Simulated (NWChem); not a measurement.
Everything below was run with NWChem. System: BF, charge 0, spin multiplicity 1, at a geometry optimised with B3LYP/def2-SVP. The structure started from a generated list of species. Level: G0W0@PBE0/def2-TZVPD, RI basis def2-tzvpd-rifit.

Part of the output:

```
             Northwest Computational Chemistry Package (NWChem) 7.3.0
             --------------------------------------------------------

                                NWChem Input Module
                                -------------------

 Scaling coordinates for geometry "geometry" by  1.889725989
 (inverse scale =  0.529177249)

 Turning off AUTOSYM since
 SYMMETRY directive was detected!

                             Geometry "geometry" -> ""
                             -------------------------

 Output coordinates in angstroms (scale by  1.889725989 to convert to a.u.)

  No.       Tag          Charge          X              Y              Z
 ---- ---------------- ---------- -------------- -------------- --------------
    1 B                    5.0000     0.00000000     0.00000000    -0.81227100
    2 F                    9.0000     0.00000000     0.00000000     0.45126200

 Effective nuclear repulsion energy (a.u.)      18.8463429170

            Nuclear Dipole moment (a.u.)
            ----------------------------
        X                 Y               Z
 ---------------- ---------------- ----------------
     0.0000000000     0.0000000000     0.0000056692

      Symmetry information
      --------------------

 Group name             C2v
 Group number             16
 Group order               4
 No. of unique centers     2

      Symmetry unique atoms

     1    2


 Summary of "ao basis" -> "" (spherical)
 ------------------------------------------------------------------------------
       Tag                 Description            Shells   Functions and Types
 ---------------- ------------------------------  ------  ---------------------
 *                         def2-tzvpd                 on all atoms

 new library libraries.bse/

 Summary of "ri basis" -> "" (spherical)
 ------------------------------------------------------------------------------
       Tag                 Description            Shells   Functions and Types
 ---------------- ------------------------------  ------  ---------------------
 *                      def2-tzvpd-rifit              on all atoms

                                 NWChem DFT Module
                                 -----------------

 Summary of "ao basis" -> "ao basis" (spherical)
 ------------------------------------------------------------------------------
       Tag                 Description            Shells   Functions and Types
 ---------------- ------------------------------  ------  ---------------------
[...]
  ----- ------------  ---------------      ----- ------------  ---------------
     6      1.970817  1 B  s                 43     -1.079744  2 F  s
     4      1.057982  1 B  s                  5     -0.820336  1 B  s
    12      0.530600  1 B  pz                42     -0.525160  2 F  s
    15      0.491542  1 B  pz                55      0.370480  2 F  pz
    52      0.367237  2 F  pz                 3     -0.167702  1 B  s

 center of mass
 --------------
 x =   0.00000000 y =   0.00000000 z =  -0.02325575

 moments of inertia (a.u.)
 ------------------
          39.738834308119           0.000000000000           0.000000000000
           0.000000000000          39.738834308119           0.000000000000
           0.000000000000           0.000000000000           0.000000000000

     Multipole analysis of the density
     ---------------------------------

     L   x y z        total         alpha         beta         nuclear
     -   - - -        -----         -----         ----         -------
     0   0 0 0     -0.000000     -7.000000     -7.000000     14.000000

     1   1 0 0     -0.000000     -0.000000     -0.000000      0.000000
     1   0 1 0     -0.000000     -0.000000     -0.000000      0.000000
     1   0 0 1      0.392681      0.196338      0.196338      0.000006

     2   2 0 0     -7.897757     -3.948878     -3.948878      0.000000
     2   1 1 0     -0.000000     -0.000000     -0.000000      0.000000
     2   1 0 1      0.000000      0.000000      0.000000      0.000000
     2   0 2 0     -7.897757     -3.948878     -3.948878      0.000000
     2   0 1 1      0.000000      0.000000      0.000000      0.000000
     2   0 0 2    -10.557093    -14.441286    -14.441286     18.325479

 Task  times  cpu:        1.9s     wall:        1.9s

                                NWChem Input Module
                                -------------------

                                 NWChem GW Module
                                 ----------------

                             ***********************
                             ***        GW       ***
                             ***********************

 Summary of "ri basis" -> "ri basis" (spherical)
 ------------------------------------------------------------------------------
       Tag                 Description            Shells   Functions and Types
 ---------------- ------------------------------  ------  ---------------------
 B                      def2-tzvpd-rifit            26       92   9s7p5d4f1g
 F                      def2-tzvpd-rifit            26       92   9s7p5d4f1g

                 Memory Information
                 ------------------
          Available GA per process is          1700.0 MBs
          Available stack per process is        700.0 MBs
          Available heap per process is           0.0 MBs

          Peak memory in Initialization
              Peak GA per process is                  1.3 MBs
              Peak stack per process is               0.1 MBs
              Peak heap per process is                1.4 MBs
              Memory not in MA per process            0.0 MBs

          Peak memory in AFF Calculation
              Peak GA per process is                  3.5 MBs
              Peak stack per process is               1.8 MBs
              Peak heap per process is                0.0 MBs
              Memory not in MA per process            1.8 MBs

          Computing 2-center integrals
          Computing Inverse Cholesky factor
          Computing 3-center integrals
          Computing V_xc ...

          Computing Sigma_x
          Computing RPA polarizability
          Solving quasiparticle equations

                  Alpha Orbitals
          State     Energy (eV)     Error (eV)
          -----------------------------------
@GW         4        -20.592           0.002
@GW         5        -18.002           0.003
@GW         6        -18.001           0.002
@GW         7        -10.755           0.002
@GW         8          1.415           0.002
@GW         9          1.415           0.002

   Applying  -2.7218 eV scissor-shift to rest of particle states

   Applying   2.4812 eV scissor-shift to rest of hole states

     GW Timing Statistics
   ------------------------
   Init.   :          0.0s
     ERIs  :          0.2s
     Distr.:          0.0s
     Vxc   :          0.3s
   Sigma_x :          0.0s
   RPA     :          0.0s
   Wmn     :          0.0s
   Sigma_c :          0.0s
   GW total:          0.6s

 Task  times  cpu:        0.6s     wall:        0.6s

 Total times  cpu:        2.5s     wall:        2.5s
```

Problem. Write an NWChem input that would produce this output.

Solution. This is not unique; one that fits is 
```
start mol
memory heap 200 mb stack 700 mb global 1700 mb
geometry units angstroms nocenter noautoz
  B      0.000000     0.000000    -0.812271
  F      0.000000     0.000000     0.451262
  symmetry group C2v
end
basis spherical
  * library def2-tzvpd
end
basis "ri basis" bse spherical
  * library def2-tzvpd-rifit
end
dft
  xc pbe0
  iterations 100
  direct
  tolerances tight
end
task dft energy
gw
  states alpha occ 4 vir 2
end
task dft gw
```
